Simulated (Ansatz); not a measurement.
Reaction (formal exchange of groups at the As–Si bond): `O[AsH][SiH3]` + GeH₄ → `O[AsH][GeH3]` + SiH₄

Isolated molecules relaxed with PBE0-D4/def2-TZVP in Ansatz; ΔE leaves out vibrations. CBS: MP2 limit from def2 TZ/QZ plus the TZ coupled-cluster correction, frozen cores. This one scheme is used for every species. Functionals use def2-TZVPP. For As, Ge outer-core shells are correlated without core-valence functions, which leaves a few kJ/mol of doubt a bond. Scalar relativity is left out up to krypton. Each species was taken in one conformer, which may not be the lowest.

`O[AsH][SiH3]`:

```xyz
8

O    -0.675   -0.458    1.761
As   -0.952   -0.909    0.027
Si    0.530    0.728   -0.842
H    -1.504   -0.579    2.230
H     0.128   -1.990   -0.052
H     0.809    0.378   -2.261
H     1.800    0.775   -0.074
H    -0.136    2.054   -0.789
```

GeH₄:

Z-matrix (Å, degrees):
```
Ge
H 1 1.534
H 1 1.534 2 109.5
H 1 1.534 2 109.5 3 -120.0
H 1 1.534 2 109.5 3 120.0
```

`O[AsH][GeH3]`:

Z-matrix (Å, degrees):
```
Ge
As 1 2.432
H 1 1.535 2 110.9
H 1 1.537 2 108.8 3 -120.7
H 1 1.540 2 108.5 3 120.8
O 2 1.812 1 95.1 3 43.1
H 2 1.530 1 91.6 3 -53.2
H 6 0.961 2 107.6 1 140.0
```

SiH₄:

Z-matrix (Å, degrees):
```
Si
H 1 1.485
H 1 1.485 2 109.5
H 1 1.485 2 109.5 3 -120.0
H 1 1.485 2 109.5 3 120.0
```

| level | ΔE (kJ/mol) |
| --- | --- |
| r2SCAN-D4 | -9.6 |
| LC-ωPBE | -6.5 |
| RPA@PBE/def2-TZVPP | -12.8 |
| MP2/def2-SVP | -11.8 |

Problem. What does CCSD(T)/CBS give? (Estimate.)

Solution. Computed: -10.1 kJ/mol. The listed levels differ from it by 0.5, 3.6, -2.7, -1.7 kJ/mol.

Problem. What do rigid-rotor, harmonic-oscillator terms from PBE0-D4/def2-TZVP frequencies (298.15 K, 1 bar) make of the CCSD(T)/CBS value? (Best estimate.)

Solution. Computed: ΔZPE = -0.1 kJ/mol, ΔH = -9.7 kJ/mol, ΔS = 2 J/(mol·K), ΔG = -10.2 kJ/mol.

Largest T1 diagnostic among the species: 0.012.

Leaving LDA and LC-ωPBE aside and taking each functional with its dispersion term where it has one, the values, not all of them listed here, spread over 9.9 kJ/mol, from BLYP-D4 to B97M-V.
